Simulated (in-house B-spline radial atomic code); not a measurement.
## RPA and G0W0 on PBE0: Rh4+

Configuration [Kr] 4d5, highest spin, mean-field start PBE0. Computed with an all-electron radial atomic-structure program (B-spline basis): all electrons, non-relativistic, point nucleus, each spin shell either full or empty, empty states to l = 9 with an (l + 1/2)⁻⁴ tail; G0W0 by contour deformation at full frequency.

Without relativity these are model numbers: it shifts the levels of so heavy an element strongly and can reorder them.

Command:
```bash
python run_gw.py task.json out
```
Settings (radii: box in bohr, nucleus in fm):
```
Z                        45
electrons                41
configuration            [Kr] 4d5
hamiltonian              nr
method                   pbe0
lmax                     9
spin_polarised           True
box_radius               11.96
intervals                52
```

Run time, properties included: 4.7 s on 1 thread of Arm Neoverse N1 (shared host).

Energies (hartree):

```tsv
term	value
mean-field total	-4684.03397
Hartree-Fock functional on these orbitals	-4682.36603
direct second order	-3.3638
second-order exchange	0.9681
SOSEX correction	0.90871
```

Task: What is the RPA correlation energy, and what remains with SOSEX?

Result: RPA gives -3.0076 hartree (-2 eV per electron); RPA + SOSEX gives -2.0988, and the second-order doubles -2.3957 hartree (no singles). RPA lacks exchange-type terms and so overcorrelates at short range.

Quasi-particle levels (eV):

| level | occupied | mean field | Σx - vxc | Σc | QP weight | G0W0 |
| --- | --- | --- | --- | --- | --- | --- |
| 4d up | yes | -59.28 | -5.91 | ? | ? | ? |
| 4p down | yes | -100.91 | -6.41 | -0.03 | 0.940 | -107.35 |
| 4d down | no | -50.13 | 8.39 | -3.70 | 0.957 | -45.44 |

G0W0 = mean field + (Σx - vxc) + Σc, with Σc (partial-wave tail included) taken at the quasi-particle energy. Only the outer levels were computed. Levels of low weight are left out.

Task: Where does G0W0 put 4d up?

Result: At -65.29 eV, with Σc = -0.10 eV and a quasi-particle weight of 0.956. The tabulated removal energy is 63 ± 1.9 eV (NIST, tabulated theory); the calculation leaves out relativity, Breit and QED terms, and what these don't explain is the method's own error.
